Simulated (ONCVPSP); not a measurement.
# Reading a pseudo-wave (phosphorus (P))

Columns: radius, all-electron u(r) and pseudo u(r) of the 3s shell (level -14.11 eV) of phosphorus in the configuration [Ne] 3s1.75 3p3.25; Wu-Cohen, scalar-relativistic, ONCV scheme, ONCVPSP 4.0.1.

```tsv
r (bohr)	all-electron	pseudo
0.068	0.1886	0.0134
0.135	0.0105	0.0279
0.202	-0.1923	0.0448
0.270	-0.3266	0.0654
0.338	-0.3766	0.0903
0.405	-0.3582	0.1198
0.473	-0.2910	0.1548
0.540	-0.1949	0.1944
0.608	-0.0815	0.2395
0.675	0.0358	0.2881
0.742	0.1514	0.3400
0.810	0.2622	0.3949
0.878	0.3636	0.4509
0.945	0.4526	0.5057
1.013	0.5314	0.5600
1.080	0.5977	0.6108
1.148	0.6538	0.6583
1.215	0.6986	0.6996
1.283	0.7341	0.7342
1.350	0.7601	0.7601
1.418	0.7783	0.7782
1.485	0.7889	0.7889
1.553	0.7932	0.7932
1.620	0.7918	0.7918
1.688	0.7857	0.7856
1.755	0.7755	0.7755
```

(1) How many radial nodes do the two functions have?

(2) At about which radius was the pseudo-wave matched?

(3) Is the pseudo-wave norm-conserving?

Answers

(1) The all-electron 3s function has n − l − 1 = 2; the pseudo-wave has 0, since the states of the same l below it are removed with the core.

(2) 1.35 bohr. The columns agree to 0.0005 from 1.28 bohr on; several derivatives are matched, so the curves merge somewhat inside the radius.

(3) Yes: the ONCV scheme keeps the norm inside the radius equal to the all-electron one, which fixes the energy derivative of the logarithmic derivative at the level.
